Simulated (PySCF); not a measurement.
CH₄ClFOSi, SMILES OC[Si@@H](F)Cl.

Coordinates come from a PBE-D3(BJ)/def2-SVP optimisation. The structure was generated by enumeration; whether it is a known compound was not checked. The values are those of a single conformer.

Level of theory: PBE-D3(BJ)/def2-SVP (PySCF 2.14.0).

Frequencies are harmonic and unscaled.

```csv
mode,ν (cm⁻¹),IR (km/mol),Raman (Å⁴/amu),depolarisation,moving atoms (share of kinetic energy)
1,73,2.5,0.6,0.75,"O 41 %, Cl 20 %, H 19 %"
2,122,10.2,0.2,0.65,"O 30 %, F 19 %, H 17 %, C 15 %, Cl 12 %"
3,205,3.5,1.6,0.72,"H 31 %, Si 26 %, C 17 %, F 15 %, Cl 11 %"
4,230,20.8,1.8,0.75,"F 46 %, Cl 22 %, Si 12 %, H 11 %"
5,308,39.4,3.2,0.43,"O 34 %, H 20 %, F 18 %, Si 14 %, C 13 %"
6,335,111.5,3.8,0.53,"H 67 %, F 10 %, Si 8 %"
7,531,50.9,9.1,0.12,"Cl 41 %, Si 39 %, H 9 %, C 8 %"
8,666,7.0,9.7,0.74,"H 73 %, C 19 %"
9,715,63.2,4.8,0.12,"C 36 %, Si 35 %, H 25 %"
10,794,9.9,10.8,0.75,"H 78 %, F 17 %"
11,848,154.2,6.4,0.72,"H 74 %, C 13 %, Si 12 %"
12,889,183.2,2.6,0.23,"Si 45 %, F 40 %, H 14 %"
13,1035,78.4,2.3,0.74,"O 47 %, C 41 %, H 12 %"
14,1114,31.6,5.7,0.71,H 93 %
15,1242,0.6,2.3,0.18,"H 74 %, C 24 %"
16,1333,25.5,6.9,0.74,"H 83 %, C 10 %"
17,1390,5.4,16.2,0.71,H 94 %
18,2190,117.2,135.8,0.18,H 97 %
19,2908,34.6,164.9,0.21,H 94 %
20,3026,5.0,90.5,0.49,"H 91 %, C 9 %"
21,3699,28.5,69.6,0.24,H 94 %
```
